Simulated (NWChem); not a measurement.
System: BCl cation, doublet

NWChem input:

```
start job
memory heap 200 mb stack 900 mb global 1100 mb
charge 1
geometry units angstroms noautoz
  B      0.000000     0.000000    -1.213359
  Cl     0.000000     0.000000     0.390309
end
basis spherical
  B library pcseg-1
  Cl library pcseg-1
end
dft
  odft
  mult 2
  xc xpbe96 cpbe96
  iterations 150
  mulliken
end
task dft gradient
```

Excerpt of the output:

```
             Northwest Computational Chemistry Package (NWChem) 7.3.0
             --------------------------------------------------------

 ORDER OF PRIMARY AXIS IS BEING SET TO 4
 C4V symmetry detected

                             Geometry "geometry" -> ""
                             -------------------------

 Output coordinates in angstroms (scale by  1.889725989 to convert to a.u.)

  No.       Tag          Charge          X              Y              Z
 ---- ---------------- ---------- -------------- -------------- --------------
    1 B                    5.0000     0.00000000     0.00000000    -1.23919800
    2 Cl                  17.0000     0.00000000     0.00000000     0.36447000

 Effective nuclear repulsion energy (a.u.)      28.0482407612

      Symmetry information
      --------------------

 Group name             C4v
 Group number             18
 Group order               8
 No. of unique centers     2

  pbe96 is a nonlocal functional; adding pw91lda local functional.

                                 NWChem DFT Module
                                 -----------------

 Summary of "ao basis" -> "ao basis" (spherical)
 ------------------------------------------------------------------------------
       Tag                 Description            Shells   Functions and Types
 ---------------- ------------------------------  ------  ---------------------
 B                          pcseg-1                  6       14   3s2p1d
 Cl                         pcseg-1                  8       18   4s3p1d

      Symmetry analysis of basis
      --------------------------

        a1         14
        a2          0
        b1          2
        b2          2
        e          14

            General Information
            -------------------
          SCF calculation type: DFT
          Wavefunction type:  spin polarized.
          No. of atoms     :     2
          No. of electrons :    21
           Alpha electrons :    11
            Beta electrons :    10
          Charge           :     1
          Spin multiplicity:     2
          Use of symmetry is: on ; symmetry adaption is: on
          Maximum number of iterations: 150
          AO basis - number of functions:    32
                     number of shells:    14
          Convergence on energy requested:  1.00D-06
          Convergence on density requested:  1.00D-05
          Convergence on gradient requested:  5.00D-04

              XC Information
              --------------
          PerdewBurkeErnzerhof Exchange Functional  1.000
            Perdew 1991 LDA Correlation Functional  1.000 local
           PerdewBurkeErnz. Correlation Functional  1.000 non-local

             Grid Information
             ----------------
          Grid used for XC integration:  medium
          Radial quadrature: Mura-Knowles
          Angular quadrature: Lebedev.
          Tag              B.-S. Rad. Rad. Pts. Rad. Cut. Ang. Pts.
          ---              ---------- --------- --------- ---------
          B                   0.85       49           7.0       434
          Cl                  1.00       88           8.0       590
          Grid pruning is: on
          Number of quadrature shells:   137
          Spatial weights used:  Erf1

      Superposition of Atomic Density Guess
      -------------------------------------

 Sum of atomic energies:        -483.95956253

 Renormalizing density from      22.00 to     21

      Non-variational initial energy
      ------------------------------

 Total energy =    -470.222085
 1-e energy   =    -689.917381
 2-e energy   =     191.647056
 HOMO         =      -0.600793
 LUMO         =      -0.306887

   Symmetry analysis of molecular orbitals - initial alpha
   -------------------------------------------------------

 !! scf_movecs_sym_adapt:    4 vectors were symmetry contaminated

  Symmetry fudging

 !! scf_movecs_sym_adapt:    4 vectors were symmetry contaminated

  Numbering of irreducible representations:

     1 a1          2 a2          3 b1          4 b2          5 e

  Orbital symmetries:

     1 a1          2 a1          3 a1          4 e           5 e
     6 a1          7 a1          8 a1          9 e          10 e
    11 a1         12 e          13 e          14 a1         15 a1
    16 e          17 e          18 a1         19 e          20 e
    21 a1

   Symmetry analysis of molecular orbitals - initial beta
   ------------------------------------------------------

 !! scf_movecs_sym_adapt:    4 vectors were symmetry contaminated

  Symmetry fudging

 !! scf_movecs_sym_adapt:    4 vectors were symmetry contaminated

  Numbering of irreducible representations:

     1 a1          2 a2          3 b1          4 b2          5 e

  Orbital symmetries:

     1 a1          2 a1          3 a1          4 e           5 e
     6 a1          7 a1          8 a1          9 e          10 e
    11 a1         12 e          13 e          14 a1         15 a1
    16 e          17 e          18 a1         19 e          20 e
    21 a1

     ---------------------------------------------
      Total Density - Mulliken Population Analysis
     ---------------------------------------------

    Atom       Charge   Shell Charges
 -----------   ------   -------------------------------------------------------
    1 B    5     3.74   2.00  0.76  0.52  0.39  0.04  0.03
    2 Cl  17    17.26   2.00  2.01  1.49  0.39  6.01  4.66  0.67  0.03

     --------------------------------------------
      Spin Density - Mulliken Population Analysis
     --------------------------------------------

    Atom       Charge   Shell Charges
 -----------   ------   -------------------------------------------------------
    1 B    5     0.87   0.00  0.34  0.39  0.13  0.01  0.00
    2 Cl  17     0.13   0.00 -0.00  0.02 -0.01 -0.00  0.15 -0.02  0.00

   convergence    iter        energy       DeltaE   RMS-Dens  Diis-err
 ---------------- ----- ----------------- --------- --------- ---------
 d= 0,ls=0.0,diis     1   -484.0932421351 -5.12D+02  6.35D-02  5.09D-01
                                                     6.03D-02  4.62D-01
 d= 0,ls=0.0,diis     2   -480.8576133972  3.24D+00  4.51D-02  4.40D+00
                                                     4.83D-02  5.35D+00
 d= 0,ls=0.0,diis     3   -484.3604732350 -3.50D+00  7.98D-03  1.33D-02
                                                     4.93D-03  8.27D-03

 !! scf_movecs_sym_adapt:    2 vectors were symmetry contaminated

  Symmetry fudging

 !! scf_movecs_sym_adapt:    2 vectors were symmetry contaminated

 d= 0,ls=0.0,diis     4   -484.3664564088 -5.98D-03  1.77D-03  5.13D-03
                                                     1.77D-03  5.24D-03
 d= 0,ls=0.0,diis     5   -484.3701235480 -3.67D-03  2.84D-04  1.03D-04
                                                     2.22D-04  8.76D-05
  Resetting Diis
 d= 0,ls=0.0,diis     6   -484.3701824991 -5.90D-05  4.48D-05  4.43D-06
                                                     8.65D-05  7.05D-06
 d= 0,ls=0.0,diis     7   -484.3701870430 -4.54D-06  1.50D-05  3.99D-08
                                                     1.24D-05  3.31D-08
 d= 0,ls=0.0,diis     8   -484.3701871054 -6.23D-08  3.53D-06  5.34D-09
                                                     6.48D-06  1.14D-08

         Total DFT energy =     -484.370187105369
      One electron energy =     -716.283394333391
           Coulomb energy =      235.583550613770
    Exchange-Corr. energy =      -31.718584146912
 Nuclear repulsion energy =       28.048240761164

 Numeric. integr. density =       20.999999961386

                  Occupations of the irreducible representations
                  ----------------------------------------------

                     irrep           alpha         beta
                     --------     --------     --------
                     a1                7.0          6.0
                     a2                0.0          0.0
                     b1                0.0          0.0
                     b2                0.0          0.0
                     e                 4.0          4.0

                    DFT Final Alpha Molecular Orbital Analysis
                    ------------------------------------------

 Vector    9  Occ=1.000000D+00  E=-6.484674D-01  Symmetry=e
              MO Center= -2.0D-17,  3.6D-15,  6.0D-02, r^2= 1.3D+00
   Bfn.  Coefficient  Atom+Function         Bfn.  Coefficient  Atom+Function
  ----- ------------  ---------------      ----- ------------  ---------------
    23      0.734766  2 Cl py                 5      0.285447  1 B  py
    20     -0.278699  2 Cl py                26      0.235352  2 Cl py
    22     -0.141205  2 Cl px                 4     -0.054857  1 B  px
    19      0.053560  2 Cl px                 8      0.049640  1 B  py
    29     -0.048938  2 Cl d -1              25     -0.045229  2 Cl px

 Vector   10  Occ=1.000000D+00  E=-6.484674D-01  Symmetry=e
              MO Center=  2.9D-16, -1.7D-16,  6.0D-02, r^2= 1.3D+00
   Bfn.  Coefficient  Atom+Function         Bfn.  Coefficient  Atom+Function
  ----- ------------  ---------------      ----- ------------  ---------------
    22      0.734766  2 Cl px                 4      0.285447  1 B  px
    19     -0.278699  2 Cl px                25      0.235352  2 Cl px
    23      0.141205  2 Cl py                 5      0.054857  1 B  py
    20     -0.053560  2 Cl py                 7      0.049640  1 B  px
    31      0.048938  2 Cl d  1              26      0.045229  2 Cl py

 Vector   11  Occ=1.000000D+00  E=-5.900853D-01  Symmetry=a1
              MO Center=  4.4D-16, -5.5D-14, -1.5D+00, r^2= 1.4D+00
   Bfn.  Coefficient  Atom+Function         Bfn.  Coefficient  Atom+Function
  ----- ------------  ---------------      ----- ------------  ---------------
     6     -0.502423  1 B  pz                 2      0.459160  1 B  s
     3      0.422539  1 B  s                 24      0.335615  2 Cl pz
     1     -0.164918  1 B  s                 21     -0.128557  2 Cl pz
    27      0.104919  2 Cl pz                 9     -0.075679  1 B  pz
    17     -0.043818  2 Cl s                 16      0.025341  2 Cl s

 Vector   12  Occ=0.000000D+00  E=-4.138797D-01  Symmetry=e
              MO Center= -1.3D-16,  3.4D-16, -9.2D-01, r^2= 1.9D+00
   Bfn.  Coefficient  Atom+Function         Bfn.  Coefficient  Atom+Function
  ----- ------------  ---------------      ----- ------------  ---------------
     5      0.749252  1 B  py                23     -0.415677  2 Cl py
     8      0.377383  1 B  py                26     -0.276220  2 Cl py
    20      0.149353  2 Cl py                29     -0.089178  2 Cl d -1
     4     -0.025331  1 B  px

 Vector   13  Occ=0.000000D+00  E=-4.138797D-01  Symmetry=e
              MO Center= -6.2D-17,  1.2D-14, -9.2D-01, r^2= 1.9D+00
   Bfn.  Coefficient  Atom+Function         Bfn.  Coefficient  Atom+Function
  ----- ------------  ---------------      ----- ------------  ---------------
     4      0.749252  1 B  px                22     -0.415677  2 Cl px
     7      0.377383  1 B  px                25     -0.276220  2 Cl px
    19      0.149353  2 Cl px                31      0.089178  2 Cl d  1
     5      0.025331  1 B  py

 Vector   14  Occ=0.000000D+00  E=-1.738444D-01  Symmetry=a1
              MO Center= -1.4D-16, -4.6D-17, -2.9D-01, r^2= 3.8D+00
   Bfn.  Coefficient  Atom+Function         Bfn.  Coefficient  Atom+Function
  ----- ------------  ---------------      ----- ------------  ---------------
     3      1.240141  1 B  s                 18     -1.230752  2 Cl s
     9      1.054789  1 B  pz                27      0.889365  2 Cl pz
     6      0.579212  1 B  pz                24      0.368532  2 Cl pz
    17     -0.360231  2 Cl s                  2      0.273014  1 B  s
    16      0.246104  2 Cl s                 30      0.175745  2 Cl d  0

                     DFT Final Beta Molecular Orbital Analysis
                     -----------------------------------------

 Vector    8  Occ=1.000000D+00  E=-7.604828D-01  Symmetry=a1
              MO Center= -4.9D-17,  9.0D-16,  2.4D-01, r^2= 1.2D+00
   Bfn.  Coefficient  Atom+Function         Bfn.  Coefficient  Atom+Function
  ----- ------------  ---------------      ----- ------------  ---------------
    24      0.620257  2 Cl pz                 2     -0.331756  1 B  s
    17      0.323747  2 Cl s                 18      0.255841  2 Cl s
    21     -0.247689  2 Cl pz                16     -0.222844  2 Cl s
     6     -0.212817  1 B  pz                 1      0.135697  1 B  s
    27      0.117162  2 Cl pz                 3     -0.110362  1 B  s

 Vector    9  Occ=1.000000D+00  E=-6.453050D-01  Symmetry=e
              MO Center=  3.6D-16, -8.4D-16,  1.4D-01, r^2= 1.2D+00
   Bfn.  Coefficient  Atom+Function         Bfn.  Coefficient  Atom+Function
  ----- ------------  ---------------      ----- ------------  ---------------
    23      0.672643  2 Cl py                22     -0.378559  2 Cl px
    20     -0.254798  2 Cl py                26      0.223062  2 Cl py
     5      0.205937  1 B  py                19      0.143399  2 Cl px
    25     -0.125538  2 Cl px                 4     -0.115900  1 B  px
    29     -0.040099  2 Cl d -1              11      0.031378  1 B  d -1

 Vector   10  Occ=1.000000D+00  E=-6.453050D-01  Symmetry=e
              MO Center= -9.0D-16, -1.0D-15,  1.4D-01, r^2= 1.2D+00
   Bfn.  Coefficient  Atom+Function         Bfn.  Coefficient  Atom+Function
  ----- ------------  ---------------      ----- ------------  ---------------
    22      0.672643  2 Cl px                23      0.378559  2 Cl py
    19     -0.254798  2 Cl px                25      0.223062  2 Cl px
     4      0.205937  1 B  px                20     -0.143399  2 Cl py
    26      0.125538  2 Cl py                 5      0.115900  1 B  py
    31      0.040099  2 Cl d  1              13     -0.031378  1 B  d  1

 Vector   11  Occ=0.000000D+00  E=-4.723768D-01  Symmetry=a1
              MO Center=  3.6D-16,  2.1D-16, -1.5D+00, r^2= 1.5D+00
   Bfn.  Coefficient  Atom+Function         Bfn.  Coefficient  Atom+Function
  ----- ------------  ---------------      ----- ------------  ---------------
     3      0.623508  1 B  s                  2      0.446183  1 B  s
     6     -0.374230  1 B  pz                24      0.337993  2 Cl pz
     1     -0.182160  1 B  s                 27      0.148733  2 Cl pz
    18     -0.144424  2 Cl s                 21     -0.123083  2 Cl pz
    17     -0.122308  2 Cl s                 16      0.072791  2 Cl s

 Vector   12  Occ=0.000000D+00  E=-3.659530D-01  Symmetry=e
              MO Center= -2.4D-16, -3.8D-16, -9.6D-01, r^2= 1.9D+00
   Bfn.  Coefficient  Atom+Function         Bfn.  Coefficient  Atom+Function
  ----- ------------  ---------------      ----- ------------  ---------------
     5      0.655915  1 B  py                 8      0.353857  1 B  py
     4      0.350798  1 B  px                23     -0.335739  2 Cl py
    26     -0.225489  2 Cl py                 7      0.189251  1 B  px
    22     -0.179561  2 Cl px                25     -0.120596  2 Cl px
    20      0.118891  2 Cl py                29     -0.099557  2 Cl d -1

[...]

                         DFT ENERGY GRADIENTS

    atom               coordinates                        gradient
                 x          y          z           x          y          z
   1 B       0.000000   0.000000  -2.341745    0.000000   0.000000   0.009337
   2 Cl      0.000000   0.000000   0.688748    0.000000   0.000000  -0.009337
```

Level: PBE/pcseg-1, spin-unrestricted. Structure relaxed at the PBE0/def2-SVP, spin-unrestricted level. No stability test was run on the SCF state.
